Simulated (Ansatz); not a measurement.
```yaml
crystal:
  periodic: [false, false, false]
  atoms:
    - {symbol: O, position_ang: [-1.816065, 1.239824, -0.199533]}
    - {symbol: Si, position_ang: [-1.157374, 0.306583, -1.386704]}
    - {symbol: Si, position_ang: [0.727512, -0.763124, -0.493413]}
    - {symbol: Al, position_ang: [1.112488, -0.611382, 1.871109]}
    - {symbol: Cl, position_ang: [1.969648, 0.949567, 0.202976]}
    - {symbol: H, position_ang: [-1.707667, 0.956646, 0.710902]}
    - {symbol: H, position_ang: [-2.096831, -0.751509, -1.859176]}
    - {symbol: H, position_ang: [-0.844936, 1.206978, -2.523710]}
    - {symbol: H, position_ang: [1.593351, -1.439568, -1.498266]}
    - {symbol: H, position_ang: [2.332021, -1.324788, 2.574143]}
    - {symbol: H, position_ang: [-0.046845, 0.173675, 2.622373]}
basis:
  gaussian: {orbitals: ANO-RCC-VTZP, fitting: {mean_field: def2-universal-jkfit}, final_grid: {core_spheres: 20, valence_spheres: 16, degree: 47}}
total_charge: 1
magnetization: {spin_polarized: true, initial_magnetization: 1}
hamiltonian: {xc: {name: BHLYP}, dispersion: d3bjatm}
output: {forces: true}
```

```sh
$ ansatz run in.yaml --threads 4 --pin off --events-out ev --progress --plain --max-ram 10444MiB
```

It prints (some lines left out):

```
Functional definition: BHLYP
697 factors; integrals over basis functions are off by at most 9.9e-1 eV
mean field evaluation 1: about -37091.0521 eV, gradient 4.8e1 eV
mean field evaluation 2: about -37061.8885 eV, gradient 8.8e1 eV
mean field evaluation 4: about -37099.2265 eV, gradient 3.8e0 eV
mean field evaluation 8: about -37099.3095 eV, gradient 1.5e-1 eV
mean field evaluation 16: about -37099.3108 eV, gradient 7.3e-4 eV
mean field -37099.31081103 eV, -1363.3745254894 hartree, gradient 5.9e-5 eV, S^2 0.760582; 0 other end points of the search recorded, 0 dependent functions left out
reference -37099.31104245 eV, -1363.3745339940 hartree; 36, 35 occupied and 214, 215 virtual orbitals, 697 factors
Total energy: -37099.83288677 eV, -1363.3937114187 hartree
Relativity: scalar
Atom 0 at    -1.816065     1.239824    -0.199533 Å, force     0.936125    -0.880544     0.015611 eV/Å
Atom 1 at    -1.157374     0.306583    -1.386704 Å, force    -2.549703     0.947549    -0.003924 eV/Å
Atom 2 at     0.727512    -0.763124    -0.493413 Å, force     1.306764     0.700178    -2.261765 eV/Å
Atom 3 at     1.112488    -0.611382     1.871109 Å, force     0.636642     0.880654     2.679367 eV/Å
Atom 4 at     1.969648     0.949567     0.202976 Å, force    -0.582968    -1.166428    -0.028790 eV/Å
Atom 5 at    -1.707667     0.956646     0.710902 Å, force    -0.369025     0.339273    -0.350961 eV/Å
Atom 6 at    -2.096831    -0.751509    -1.859176 Å, force     0.526346     0.043844     0.259802 eV/Å
Atom 7 at    -0.844936     1.206978    -2.523710 Å, force     0.535468    -0.339850     0.336531 eV/Å
Atom 8 at     1.593351    -1.439568    -1.498266 Å, force    -0.128218    -0.065535     0.516129 eV/Å
Atom 9 at     2.332021    -1.324788     2.574143 Å, force    -0.317843    -0.119238    -0.557545 eV/Å
Atom 10 at    -0.046845     0.173675     2.622373 Å, force     0.006410    -0.339904    -0.604455 eV/Å
Dipole moment:     0.141677    -0.761831     0.011082 e Å
```

It took 16 s on 4 threads of an AMD EPYC 7B13 on a shared host, with 0.83 GiB of host memory at the peak.
